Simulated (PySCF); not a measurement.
C2H5F3Si, SMILES CC[Si](F)(F)F.

Geometry optimised at B3LYP-D3(BJ)/def2-SVP. The values are those of a single conformer.

All values below come from r2SCAN/def2-TZVP (PySCF).

The total energy comes out as -668.45286 hartree and the highest occupied level is -8.46 eV. The lowest empty level comes out as 0.48 eV. The orbital gap comes out as 8.94 eV and the dipole moment is 2.67 D. The quadrupole, principal values (traceless, Buckingham form, about the centre of nuclear charge) is -1.55, -1.19, 2.74 D·Å, the mean static polarisability comes out as 45.7 bohr³ (6.76 Å³) and the polarisability, principal values is 42.1, 43.8, 51.0 bohr³.
